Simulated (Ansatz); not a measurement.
Reaction (homolysis of the Si–Si bond): `O[SiH](O)[SiH2]F` → `F[SiH2]`• + `O[SiH]O`•

Isolated molecules relaxed with PBE0-D4/def2-TZVP in Ansatz; ΔE leaves out vibrations. CCSD(T)/CBS adds triple-zeta CCSD(T) − MP2 to the extrapolated MP2 energy (def2 sets, frozen cores). This one scheme is used for every species. Functionals use def2-TZVPP. HSE06 is defined as in plane-wave codes. No spin–orbit coupling; open shells (•) take unrestricted orbitals. Each species was taken in one conformer, which may not be the lowest.

CCSD(T)/CBS gives +3.53 eV.

Another level gave +3.28 eV. Which?
A. revPBE/def2-TZVPP
B. HSE06-D4/def2-TZVPP
C. CAM-B3LYP/def2-TZVPP
D. r2SCAN0/def2-TZVPP

C. CAM-B3LYP 3.28, r2SCAN0 3.21, HSE06-D4 3.35, revPBE 3.02 eV.

What do rigid-rotor, harmonic-oscillator terms from PBE0-D4/def2-TZVP frequencies (298.15 K, 1 bar) make of the CCSD(T)/CBS value? (An estimate is asked.)

Computed: ΔZPE = -0.13 eV, ΔH = +3.43 eV, ΔS = 170 J/(mol·K), ΔG = +2.90 eV. Open shells count their whole term as degenerate. Modes under 50 cm⁻¹ make the entropy rough.

Largest T1 diagnostic among the species: 0.015.

From BLYP to BHLYP (50 % exact exchange), in def2-TZVPP and without D4, ΔE moves by +0.24 eV. The D4 term adds +0.14 eV with B3LYP and +0.08 eV with PBE0; it sums over pairs of atoms, weighted by their polarisabilities, and B3LYP, whose exchange is more repulsive, gets the larger term.

CCSD(T)/CBS has its own doubt, a few kJ/mol and more with outer-core shells, so smaller differences from it don't rank the levels.

B3LYP here is the variant with VWN-RPA as its local correlation; programs differ in this.
